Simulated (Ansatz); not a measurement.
Ansatz (a program for electronic structure) input (wB97X-V/def2-TZVPD):

Ansatz 0.2 input:
```yaml
crystal:
  periodic: [false, false, false]
  atoms:
    - {symbol: C, position_ang: [1.57016806, 0.10935887, 0.04354161]}
    - {symbol: Ge, position_ang: [-0.39011896, -0.02717096, -0.01081821]}
    - {symbol: H, position_ang: [2.00580817, -0.84493376, 0.33784636]}
    - {symbol: H, position_ang: [1.87463486, 0.86943540, 0.76232925]}
    - {symbol: H, position_ang: [1.95574568, 0.38197652, -0.93833493]}
    - {symbol: H, position_ang: [-0.82450154, -1.10119956, -1.02634043]}
    - {symbol: H, position_ang: [-1.00980504, 1.32062393, -0.42668975]}
    - {symbol: H, position_ang: [-0.93908367, -0.41258511, 1.37612256]}
basis:
  gaussian:
    orbitals: def2-TZVPD
hamiltonian:
  xc: {name: wB97X-V}
magnetization: {spin_polarized: true, initial_magnetization: 2}
```

Output:

```
Functional definition: wB97X-V
integrals: 0.08 GiB planned
894 factors; their error is unknown
integrals: 0.12 GiB planned
335 factors; integrals over basis functions are off by at most 4.5e-6 eV
0.27 GiB of the device are held for the grids
1.55 GiB of device memory are held for the factors and their scratch space
mean field: 0.84 GiB planned
mean field evaluation 1: about -57633.8254 eV, gradient 3.2e1 eV
mean field evaluation 2: about -57632.6016 eV, gradient 3.5e1 eV
mean field evaluation 4: about -57638.9020 eV, gradient 1.5e0 eV
mean field evaluation 8: about -57639.1500 eV, gradient 6.7e-1 eV
mean field evaluation 16: about -57639.7791 eV, gradient 1.1e0 eV
mean field evaluation 32: about -57639.8519 eV, gradient 1.3e0 eV
mean field -57640.03142354 eV, -2118.2320849984 hartree, gradient 2.1e-5 eV, S^2 2.003291; 6 other end points of the search recorded, 0 dependent functions left out
reference -57640.03142598 eV, -2118.2320850881 hartree; 23, 21 occupied and 122, 124 virtual orbitals, 894 factors
Total energy: -57640.03142598 eV, -2118.2320850881 hartree
```

This state (charge 0, triplet) is run at the relaxed geometry of the species with charge 0 and multiplicity 1, and is a spin state other than that species' own.
